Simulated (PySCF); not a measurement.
ScF2, SMILES [F][Sc][F] (connectivity only; charge and spin as stated), neutral, multiplicity 2.

Coordinates come from a PBE-D3(BJ)/def2-TZVP optimisation. The multiplicity is an assumed one; other spin states were not compared. The isomer is the one that the SMILES or the coordinates give; other isomers of the formula were not compared.

Two levels are set side by side: PBE/def2-TZVPD (PySCF) and r2SCAN/def2-TZVPD (PySCF). Same geometry, gas phase. Differences are taken from unrounded values.

| quantity | r2SCAN |
|---|---|
| α-spin orbital gap (eV) | 1.17 |
| β-spin orbital gap (eV) | 6.81 |
| dipole moment (D) | 3.44 |
| mean polarisability (bohr³) | 91.8 |

What does PBE give, and how far is it from r2SCAN? (The exact figures need the calculation; the answer reports its results.)


```
quantity                      PBE  PBE minus r2SCAN
---------------------------  ----  ----------------
α-spin orbital gap (eV)      0.76             -0.41
β-spin orbital gap (eV)      6.19             -0.63
dipole moment (D)            2.96             -0.49
mean polarisability (bohr³)  90.7              -1.1
```

Rough cost on one machine, each run with all the roots and properties that it gave: r2SCAN against PBE within a factor of 2.
